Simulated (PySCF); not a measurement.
Work out the structure from these simulated measurements.

Formula: C5H11FSi.

- Polarisability: 88.5 au [CAM-B3LYP/def2-SVPD]
- Dipole: 2.21 D [CAM-B3LYP/def2-SVPD]
- Rotational structure: rotational constants A, B, C: 2.946, 1.207, 0.959 GHz [GFN2-xTB]
- NMR, other nuclei: isotropic shieldings of nuclei other than C and H, by class: 271 (1 F), 397 (1 Si) ppm [GIAO PBE0/pcSseg-1]
- UV, first state: lowest singlet excitation: 6.53 eV (190 nm, f = 0.281) [TDDFT CAM-B3LYP/def2-SVPD]
- 1H NMR: chemical shifts (computed TMS as zero) by class: 6.24 (1 H), 4.38 (2 H), 1.78 (3 H), 1.15 (3 H), 1.01 (2 H) ppm [GIAO PBE0/pcSseg-1]
- 13C NMR: chemical shifts (computed TMS as zero) by class: 171.9 (1 C), 127.7 (1 C), 15.5 (1 C), 11.2 (1 C), 8.0 (1 C) ppm [GIAO PBE0/pcSseg-1]

Electronic properties: PySCF, gas phase, density fitting. Levels stand in brackets. The structure is a single GFN2-xTB conformer in the gas phase; no vibrational or solvent corrections. NMR values are class means; diastereotopic atoms form classes of their own.

**Question.** What is the compound? Reason from the data.

**Answer.** Numbering: `[CH3:1]/[CH:2]=[C:3](/[F:4])[SiH2:5][CH2:6][CH3:7]`. Its formula, C5H11FSi, gives 1 degree of unsaturation: 0 rings and 1 π bond in the structure found. 5 carbons fall into 5 classes; from least to most shielded: vinylic C–F carbon [C3] (171.9 ppm), alkene CH carbon [C2] (127.7 ppm), allylic carbon [C1] (15.5 ppm), methyl carbon [C7] (11.2 ppm), sp3 carbon bound to silicon [C6] (8.0 ppm). Hydrogen classes from least to most shielded: 1 H on an alkene CH carbon, C2 (6.24 ppm), 2 H on an SiH2 silicon, Si5 (4.38 ppm), 3 H on an allylic carbon, C1 (1.78 ppm), 3 H on a methyl carbon, C7 (1.15 ppm, a mean of values up to 0.5 ppm apart in this geometry), 2 H on an sp3 carbon bound to silicon, C6 (1.01 ppm). The other shieldings belong to: 271 ppm, vinyl fluorine [F4]; 397 ppm, SiH2 silicon [Si5]. The optimised geometry has point group C1 and is an asymmetric top. Structure: `C/C=C(/F)[SiH2]CC`. Computed isomers that give other values at the same levels: `C=C(F)C[SiH2]CC` (13C chemical shifts (computed TMS as zero) by class: 177.3 (1 C), 92.6 (1 C), 20.6 (1 C), 11.1 (1 C), 6.6 (1 C) ppm); `C=C(C)[SiH2][C@@H](C)F` (13C chemical shifts (computed TMS as zero) by class: 150.6 (1 C), 134.4 (1 C), 86.0 (1 C), 28.5 (1 C), 22.2 (1 C) ppm); `C[C@@H]1[SiH2]CC[C@H]1F` (13C chemical shifts (computed TMS as zero) by class: 105.2 (1 C), 36.8 (1 C), 28.0 (1 C), 16.9 (1 C), 3.4 (1 C) ppm). The assignments are read from this structure; whether some other isomer fits the data as well wasn't checked.

Shape of the structure used: `[CH3:1]/[CH:2]=[C:3](/[F:4])[SiH2:5][CH2:6][CH3:7]`: C2–C3–Si5–C6 -73°, C3–Si5–C6–C7 179°.
